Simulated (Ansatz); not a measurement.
Gas-phase electronic energies from Ansatz, PBE0-D4/def2-TZVP geometries. CCSD(T)/CBS is the MP2 limit (def2-TZVPP, def2-QZVPP) plus CCSD(T) − MP2 in def2-TZVPP, frozen cores. DFT in def2-TZVPP. One conformer a species, not always the lowest.

Reaction (isomerisation): `FCC(=S)[SiH2]S` → `F/C=C(\[SiH3])SS`

| level | ΔE (eV) |
| --- | --- |
| ωB97X-V | 0.75 |
| CCSD/def2-TZVPP | 0.84 |

(1) What does CCSD(T)/CBS give? (An estimate is asked.)

Largest T1 diagnostic among the species: 0.015.

Answers

(1) Computed: +0.84 eV. The listed levels differ from it by -0.09, 0.00 eV.

In def2-TZVPP, CCSD(T) changes the Hartree–Fock value by +0.16 eV (the triples alone add +0.02 eV) and MP2 by +0.19 eV. From PBE to PBE0 (25 % exact exchange), in def2-TZVPP and without D4, ΔE moves by +0.03 eV.
